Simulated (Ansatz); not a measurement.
BeFH (SMILES [BeH][F]) moved off its minimum; all values from Ansatz (a program for electronic structure), cores frozen in correlated methods.
(charge 0, multiplicity 1)
```xyz
3

Be    -0.02632    -0.07784    -0.87634
H      0.14047     0.01452    -2.11114
F     -0.03589    -0.03459     0.41051
```

Q: Give the forces (eV/Å), the total energy and the dipole at CCSD(T)/aug-cc-pVTZ.

A: 
```json
[
 {"atom": "Be1", "Fx": "0.107", "Fy": "-0.013", "Fz": "-2.596"},
 {"atom": "H2", "Fx": "0.058", "Fy": "-0.009", "Fz": "-1.477"},
 {"atom": "F3", "Fx": "-0.166", "Fy": "0.022", "Fz": "4.073"}
]
```
Energy -115.0977 hartree, dipole 0.63 D.
